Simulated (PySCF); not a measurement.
Optical rotation: `[C@H]1(SC)C[C@]1(S)C#N`, C5H7NS2

Geometry:
| atom | x (Å) | y (Å) | z (Å) |
| --- | --- | --- | --- |
| C1 | -2.339 | -0.478 | 0.251 |
| S2 | -1.413 | 0.634 | -0.848 |
| C3 | 0.181 | -0.175 | -0.750 |
| C4 | 1.420 | 0.580 | -1.106 |
| C5 | 1.175 | 0.207 | 0.337 |
| S6 | 0.788 | 1.504 | 1.547 |
| C7 | 1.928 | -0.851 | 0.913 |
| N8 | 2.515 | -1.716 | 1.379 |
| H9 | -3.346 | -0.081 | 0.320 |
| H10 | -2.358 | -1.475 | -0.180 |
| H11 | -1.872 | -0.490 | 1.231 |
| H12 | 0.124 | -1.226 | -1.007 |
| H13 | 1.314 | 1.626 | -1.354 |
| H14 | 2.201 | 0.069 | -1.651 |
| H15 | -0.323 | 1.881 | 0.897 |

Computed with TDDFT B3LYP/def2-SVPD circular dichroism and optical rotation, one conformer, gas phase (PySCF). Geometry: GFN2-xTB.

The molecule is flexible and this is one conformer; a measurement averages over conformers. States above about 6.8 eV (minus the energy of the highest occupied orbital) lie near or above the ionisation threshold and depend on the basis.

Stereocentres: C3 S, C5 S.

Problem. What is the specific rotation at 633, 589.3, 546, 436, 405, 365, 355 nm?

Solution. [α] in deg dm⁻¹ (g/mL)⁻¹:
```tsv
λ (nm)	origin-invariant length gauge	modified velocity gauge	length gauge (centre of mass)	isotropic polarisability (au)
633	-106.6	-96.3	-107.5	106.2
589.3	-124.4	-112.2	-125.4	106.7
546	-146.8	-132.1	-147.9	107.3
436	-240.2	-212.9	-242.1	109.9
405	-281.2	-246.9	-283.6	111.1
365	-344.7	-295.0	-347.9	113.2
355	-360.9	-305.2	-364.3	113.9
```

Problem. And for the mirror image at 589.3 nm?

Solution. +124.4 deg dm⁻¹ (g/mL)⁻¹ (origin-invariant length gauge): the same size and the opposite sign.

Problem. What is the molar rotation [Φ] = [α]·M/100 of the geometry above at 589.3 nm?

Solution. With M = 145.24 g/mol, -180.7 deg cm² dmol⁻¹ (origin-invariant length gauge).

The first excitation lies at 4.90 eV (253 nm) with R = +7.7 × 10⁻⁴⁰ esu² cm² (velocity form).
